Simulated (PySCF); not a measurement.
# Se⁺ (selenium, charge +1): PBE calculation

Configuration: [Ar] 3d10 4s2 4p3, high-spin 4S determinant. Calculation: PySCF 2.14, in cc-pVDZ-DK (5s4p2d, 27 functions); scalar relativity by spin-free X2C-1e.

```
Total energy                        : -2429.024 hartree
One-electron energy                 : -3365.335 hartree
Hartree (Coulomb) energy            : 1024.301 hartree
Exchange-correlation energy         : -87.990 hartree
⟨S²⟩                                : 3.7502
⟨L²⟩                                : 0.000
Sum of ⟨r⟩                          : 22.32 bohr
Sum of ⟨r²⟩                         : 31.01 bohr²
Langevin diamagnetic susceptibility : -24.6 ×10⁻⁶ cm³/mol
Time after the integrals            : 0.36 s of wall time on 1 thread of Intel(R) Xeon(R) Platinum 8259CL CPU @ 2.50GHz (shared host)
```

```tsv
shell	electrons	mean orbital energy (eV)	rms radius, mean of both spins (bohr)
1s α	1	-12501.7	0.0508
1s β	1	-12501.5	0.0508
2s α	1	-1617.1	0.212
2s β	1	-1617.0	0.212
2p α	3	-1424.1	0.189
2p β	3	-1423.9	0.189
3s α	1	-223.84	0.615
3s β	1	-223.61	0.615
3p α	3	-163.42	0.638
3p β	3	-163.15	0.638
3d α	5	-63.584	0.704
3d β	5	-63.220	0.704
4s α	1	-27.923	1.87
4s β	1	-25.119	1.87
4p α	3	-16.442	2.28
```

Densities and radii are taken from the X2C orbitals without a picture-change correction, which distorts them close to the nucleus.
